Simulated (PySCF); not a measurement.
B3LYP has the VWN-RPA correlation part, as in Gaussian. Delta-SCF ions had no search for a lower state. Excitations are Tamm–Dancoff values on a coarser integration grid. The basis has no diffuse functions, so Rydberg states are missing or too high.

Cartesian coordinates (Å):
SMILES: BrB(Br)Br
```xyz
4

Br    -1.6287    -0.9676     0.0850
B      0.0000     0.0000    -0.0001
Br     1.6512    -0.9286    -0.0856
Br    -0.0225     1.8962     0.0007
```
Charge 0, spin multiplicity 1.

**Question.** What is the computed HOMO–LUMO gap, total energy, brightest of the four lowest singlets (TDA), S1–T1 gap (TDA), vertical ionisation energy (Delta-SCF), LUMO, dipole moment and HOMO (PySCF with B3LYP-D3(BJ)/def2-TZVP // PBE0-D4/def2-TZVP)?

**Answer.** 
- HOMO–LUMO gap: 5.79 eV
- total energy: -7747.5224 Ha
- brightest of the four lowest singlets (TDA): 5.94 eV
- S1–T1 gap (TDA): 0.16 eV
- vertical ionisation energy (Delta-SCF): 10.21 eV
- LUMO: -2.23 eV
- dipole moment: 0.00 D
- HOMO: -8.02 eV
